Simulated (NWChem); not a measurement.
HO₂, doublet; SMILES O[O]

```xyz
3

O      0.0996     0.5969     0.0000
O     -0.0011    -0.6994     0.0000
H     -0.8148     0.9427     0.0000
```
Atoms are numbered in this order, from 1.

Program: NWChem. Pople sets run with spherical d functions. Spin-unrestricted. In the optimisation the excess spin sits in a" (Cs, its own frame). Geometry: optimised at PBE0/def2-SVP, spin-unrestricted. No stability test was run on the SCF state. Level: PBE0/6-31G* with COSMO at NWChem's default radii, gas-phase geometry; the question gives the dielectric constant. Reactions with the solvent are ignored.

Question: Predict the results for dielectric constant 46.7. Quantities: electrostatic solvation energy (kcal/mol); dipole in solution (D).

Answer: 
| Quantity | Result |
|---|---|
| electrostatic solvation energy (kcal/mol) | -6.1 |
| dipole in solution (D) | 2.76 |
